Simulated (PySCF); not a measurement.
C5H9ClO2.
SMILES: `C(=O)(O)CC(C)(Cl)C`

Computed with PySCF at CAM-B3LYP/def2-SVPD, non-relativistic, on one gas-phase PBE0-D3(BJ)/def2-SVP geometry that isn't relaxed in the solvent. The solvent is an IEF-PCM continuum (Bondi radii, 1.10 Å for H, scaled by 1.2), and excitations are vertical TDDFT with non-equilibrium linear response and a frozen core. The model holds no explicit solvent molecules, cavitation or dispersion.

Gas-phase singlets (H = HOMO, L = LUMO):

```
state  E (eV)  λ (nm)      f           leading configurations
   S1   5.909     210  0.000  H-2→L 26%, H→L 24%, H-2→L+1 20%
   S2   7.136     174  0.000                      H-1→L+2 75%
   S3   7.195     172  0.000           H→L+2 50%, H-2→L+2 28%
   S4   7.711     161  0.077  H→L+1 25%, H-2→L+1 21%, H→L 18%
   S5   8.204     151  0.004    H-2→L 30%, H→L 28%, H→L+1 12%
```

Task: Give the list for chloroform (ε = 4.711), n² = 2.09.

Result: 
| state | E (eV) | λ (nm) | f | leading configurations | change by rank (eV) |
| --- | --- | --- | --- | --- | --- |
| S1 | 5.974 | 208 | 0.000 | H→L 71%, H-2→L 17% | +0.065 |
| S2 | 7.204 | 172 | 0.001 | H-1→L+2 85% | +0.068 |
| S3 | 7.261 | 171 | 0.001 | H-2→L+2 57%, H→L+2 28% | +0.066 |
| S4 | 7.878 | 157 | 0.104 | H→L+1 64%, H-2→L+1 11% | +0.167 |
| S5 | 8.335 | 149 | 0.085 | H-1→L+3 36%, H-1→L+1 36%, H-1→L 14% | +0.131 |

Task: What are the lowest 5 singlets in dichloromethane (ε = 8.93)?

Result: 
```
state  E (eV)  λ (nm)      f               leading configurations  change by rank (eV)
   S1   5.989     207  0.000                   H→L 76%, H-2→L 13%               +0.080
   S2   7.218     172  0.001                          H-1→L+2 82%               +0.082
   S3   7.275     170  0.001               H-2→L+2 59%, H→L+2 23%               +0.080
   S4   7.906     157  0.106                H→L+1 64%, H-2→L+1 8%               +0.195
   S5   8.351     148  0.086  H-1→L+1 40%, H-1→L+3 36%, H-1→L 10%               +0.147
```

Task: The ground-state energy changes by -0.279 eV from gas to dichloromethane. By how much does the total energy of gas-phase S2 change?

Result: E(S2) = E(S0) + excitation energy, so it changes by -0.279 + 0.082 = -0.197 eV: it is lowered less than the ground state, which is what a blue shift means. This is the vertical state, with the slow part of the continuum still set for S0.

Task: How do the frontier levels move from gas to dichloromethane?

Result: 
```csv
orbital,gas (eV),solvent (eV),change (eV)
LUMO+2,1.30,1.31,+0.01
LUMO+1,0.87,1.12,+0.25
LUMO,0.82,1.01,+0.19
HOMO,-9.87,-9.84,+0.03
HOMO-1,-9.88,-9.97,-0.09
HOMO-2,-10.09,-10.10,-0.01
HOMO-3,-11.26,-11.10,+0.16
```

The HOMO–LUMO gap goes from 10.68 to 10.85 eV. Rows go by rank; for HOMO-2, HOMO-1, HOMO, LUMO and LUMO+1 the atom shares or the degeneracy differ between the runs, so the row needn't follow one orbital.

The values belong to the conformer `[CH3:1][C:2]([CH3:3])([Cl:4])[CH2:5][C:6](=[O:7])[OH:8]`: C1–C2–C5–C6 66°, C2–C5–C6–O7 -7°, H–O8–C6–C5 179°.
